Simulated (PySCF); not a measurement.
## Continuum solvent and chemical shifts

Bonds (- single, = double, # triple, : aromatic): C1=C2, C2-Si3, Si3-C4, Si3-C5, Si3-C6. C1 carries H7, H8; C2 carries H9; C4 carries H10, H11, H12; C5 carries H13, H14, H15; C6 carries H16, H17, H18. H8 is cis to Si3; H7 is trans to Si3.

GIAO PBE0/pcSseg-1 in PySCF 2.14.0 with density-fitted response routines on one PBE0-D3(BJ)/def2-SVP conformer, non-relativistic, equivalent nuclei averaged. Solvents enter as an IEF-PCM continuum (chloroform with ε = 4.7, dimethylsulfoxide with ε = 46.8) around the gas-phase geometry. Shifts are referred to TMS computed in the same medium.

In chloroform, δ in ppm: C2 151.0, C1 141.8, C4/C5/C6 -1.5, Si3 -6.0, H9 6.50, H7 6.26, H8 6.03, H10/H11/H12/H13/H14/H15/H16/H17/H18 0.10. Dipole moment 0.20 D.

Problem. How does each δ change in the more polar medium?

Solution. 
| atoms | environment | Δδ, dimethylsulfoxide |
| --- | --- | --- |
| C2 | alkene CH | +0.7 |
| C1 | terminal =CH2 carbon | +0.6 |
| C4/C5/C6 | methyl carbon bonded to Si | 0.0 |
| Si3 | silicon bonded to 4 C | 0.0 |
| H9 | hydrogen on an alkene CH | +0.05 |
| H7 | hydrogen on a terminal =CH2 carbon | +0.04 |
| H8 | hydrogen on a terminal =CH2 carbon | +0.05 |
| H10/H11/H12/H13/H14/H15/H16/H17/H18 | hydrogen on a methyl carbon bonded to Si | 0.00 |

Changes are relative to chloroform. The dipole moment becomes 0.22 D in dimethylsulfoxide.

Problem. Which nuclei move most (in ppm), and what does the model miss?

Solution. C2 (alkene CH, +0.7 ppm) and C1 (terminal =CH2 carbon, +0.6 ppm) in dimethylsulfoxide. A continuum only polarises the solute; specific hydrogen bonds, the anisotropy of aromatic solvents and changes of geometry or conformer are outside it.
